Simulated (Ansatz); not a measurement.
Input file for Ansatz (a program for electronic structure): R-CCSD(T)/def2-SVP on CH4O2Sn (SMILES C[O][Sn][OH]), a point of a torsion scan. Elements past Kr take the def2 small-core potentials; no spin–orbit coupling. The run froze 12 orbitals, filled d shells among them.

Ansatz 0.2 input:
```yaml
crystal:
  periodic: [false, false, false]
  atoms:
    - {symbol: C, position_ang: [-1.26348899, 0.22069879, -0.61829150]}
    - {symbol: O, position_ang: [-0.87614420, 0.59894572, 0.67497255]}
    - {symbol: Sn, position_ang: [-0.36361951, 0.62948517, 2.62775920]}
    - {symbol: O, position_ang: [-0.29410105, -1.20770547, 3.42845626]}
    - {symbol: H, position_ang: [-2.34592965, 0.07853104, -0.66297195]}
    - {symbol: H, position_ang: [-0.77898680, -0.71321954, -0.91325546]}
    - {symbol: H, position_ang: [-0.98103128, 1.00492526, -1.32706343]}
    - {symbol: H, position_ang: [-0.35678177, -2.15927164, 3.47250029]}
basis:
  gaussian:
    orbitals: def2-SVP
magnetization: {spin_polarized: false}
correlation: {method: ccsd_t, electrons: outside_noble_gas}
scf: {lower_state_search: off}
```

The log:

```
WARN ansatz: RAYON_NUM_THREADS=1 ignored (pool sized by the plan → 1); use --threads N
Functional definition: HF
these checks for a lower state are left out or cut short: stability, starts, cluster_reference, orbital_swaps, neighbouring_geometries, increment
integrals: 0.09 GiB planned
952 factors; integrals over basis functions are off by at most 1.6e-3 eV
mean field: 0.23 GiB planned
mean field evaluation 1: about -10964.5698 eV, gradient 4.9e1 eV
mean field evaluation 2: about -10964.6844 eV, gradient 4.9e1 eV
mean field evaluation 4: about -10969.6264 eV, gradient 2.9e0 eV
mean field evaluation 8: about -10969.6848 eV, gradient 3.6e-1 eV
mean field -10969.68545234 eV, -403.1285048538 hartree, gradient 1.8e-6 eV, S^2 0.000000; 0 other end points of the search recorded, 0 dependent functions left out
12 core orbitals not correlated
reference -10969.68545234 eV, -403.1285048538 hartree; 12, 12 occupied and 64, 64 virtual orbitals, 952 factors
second order -15.99434522 eV of doubles, -0.00000000 eV of singles
coupled cluster: 0.25 GiB planned
cycle   1  -16.16312767 eV  change   -1.7e-1 eV  update   1.3e-1
cycle   2  -16.62407721 eV  change   -4.6e-1 eV  update   4.6e-2
cycle   3  -16.80222798 eV  change   -1.8e-1 eV  update   3.0e-2
cycle   4  -16.79659849 eV  change    5.6e-3 eV  update   9.5e-3
cycle   5  -16.78948164 eV  change    7.1e-3 eV  update   4.7e-3
cycle   6  -16.79071322 eV  change   -1.2e-3 eV  update   1.6e-3
cycle   7  -16.79049379 eV  change    2.2e-4 eV  update   6.2e-4
cycle   8  -16.79021477 eV  change    2.8e-4 eV  update   2.0e-4
cycle   9  -16.79025283 eV  change   -3.8e-5 eV  update   1.1e-4
cycle  10  -16.79029071 eV  change   -3.8e-5 eV  update   4.2e-5
cycle  11  -16.79026779 eV  change    2.3e-5 eV  update   1.7e-5
perturbative correction -0.45228051 eV, -0.0166210023 hartree
Total energy: -10986.92800065 eV, -403.7621568166 hartree
Checks for a lower state left out: stability, starts, cluster_reference, orbital_swaps, neighbouring_geometries, increment
```

The run converged.

Cost: around 6 core-seconds (rough).
